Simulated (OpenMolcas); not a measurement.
## Ag2+ in a ligand field

Ag2+ with 6 ligands (sulfide) in octahedral coordination (Oh) at 2.72 Å. A charge of +1.67 e stands 2.8 Å behind each ligand. Ligand basis ANO-RCC-VDZP.
```
Ag    0.0000    0.0000    0.0000
S     2.7200    0.0000    0.0000
S     0.0000    2.7200    0.0000
S    -2.7200    0.0000    0.0000
S     0.0000   -2.7200    0.0000
S     0.0000    0.0000    2.7200
S     0.0000    0.0000   -2.7200
```

- Program: OpenMolcas 26.06
- Method: SS-CASPT2, IPEA 0.25 Eh, imaginary shift 0.1 Eh (closed shells correlated: 4s 4p and the ligand valence shells)
- Basis: ANO-RCC-VTZP [7s6p4d2f1g]
- Scalar Hamiltonian: DKH2, point nucleus
- Active space: 9 electrons in 5 orbitals (4d)
- State averaging: 2S+1 = 2 even, 5 roots
- Spin-orbit coupling: state interaction with AMFI integrals over the reference wave functions

The lowest spin-free states (labels of O, the rotations of Oh), above the lowest:

```
State  Degeneracy  E (cm-1)
   2E           2         0
  2T2           3      5620
```

The lowest levels with spin-orbit coupling:

| E (cm-1) | Degeneracy | Label | 2S+1 | g |
| --- | --- | --- | --- | --- |
| 0 | 4 | Γ8 | 2 |  |
| 4520 | 2 | Γ7 | 2 | 1.95 1.95 1.95 |
| 7570 | 4 | Γ8 | 2 |  |

Powder χT (cm3 K/mol): 0.68 at 2 K, 0.681 at 10 K, 0.687 at 50 K, 0.693 at 100 K, 0.707 at 200 K, 0.721 at 300 K. The effective moment at 300 K is 2.828 √(χT) = 2.40 μB.

The lowest level has 2S+1 = 2, for which the spin-only value is χT = S(S+1) / 2 = 0.375 cm3 K/mol (g = 2). The computed 0.721 at 300 K differs by +0.346, through orbital momentum, spin-orbit coupling and any other state in reach.

The gap between the two states is 10Dq = 5620 cm-1.

Roots that are degenerate in the reference are averaged as groups; the widest CASPT2 spread within a group is 240 cm-1 (the 3-fold group of multiplicity 2 near 5620 cm-1 above the lowest state of its run). Shifts and gaps below about the spread of the groups concerned are not significant. Over all roots computed the reference weight is 0.63; a low but even weight reflects the number of correlated electrons. An orbital doublet at a regular site is open to a Jahn-Teller distortion, which this geometry leaves out. The sulfide ions are held by bare point charges, a crude embedding. Ligand-to-metal charge-transfer states are missing. With one d shell and no ligand orbital active, 10Dq can be off by a tenth or more. No measured value stands beside these numbers; the geometry was imposed, not optimised, and the real ion may take another.
